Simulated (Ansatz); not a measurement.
Consider the ligand exchange at the Si–N bond: `N[SiH2][SeH]` + H₂Se → `[SeH][SiH2][SeH]` + NH₃.

Isolated molecules relaxed with PBE0-D4/def2-TZVP in Ansatz; ΔE leaves out vibrations. CCSD(T)/CBS is the MP2 limit (def2-TZVPP, def2-QZVPP) plus CCSD(T) − MP2 in def2-TZVPP, frozen cores. This one scheme is used for every species. DFT in def2-TZVPP. For Se outer-core shells are correlated without core-valence functions, which leaves a few kJ/mol of doubt a bond. Scalar relativity is left out up to krypton. One conformer a species, not always the lowest.

```json
{"level": "PBE", "ΔE (eV)": "-0.17"}
{"level": "RPA@PBE/def2-TZVPP", "ΔE (eV)": "-0.08"}
```

**Question.** What does CCSD(T)/CBS give? (An estimate is asked.)

**Answer.** Computed: -0.14 eV. The listed levels differ from it by -0.03, 0.06 eV.

**Question.** What do rigid-rotor, harmonic-oscillator terms from PBE0-D4/def2-TZVP frequencies (298.15 K, 1 bar) make of the CCSD(T)/CBS value? (An estimate is asked.)

**Answer.** The calculation gave: ΔZPE = +0.09 eV, ΔH = -0.05 eV, ΔS = -11 J/(mol·K), ΔG = -0.01 eV.

Largest T1 diagnostic among the species: 0.009.

The D4 term adds −0.04 eV with B3LYP and −0.02 eV with PBE0; it sums over pairs of atoms, weighted by their polarisabilities, and B3LYP, whose exchange is more repulsive, gets the larger term. From BLYP to BHLYP (50 % exact exchange), in def2-TZVPP and without D4, ΔE moves by +0.03 eV. Leaving LDA and LC-ωPBE aside and taking each functional with its dispersion term where it has one, the values, not all of them listed here, spread over 0.17 eV, from PBE-D4 to CAM-B3LYP-D4. LDA lies +0.07 eV from PBE without D4.

B3LYP here is the variant with VWN-RPA as its local correlation; programs differ in this.
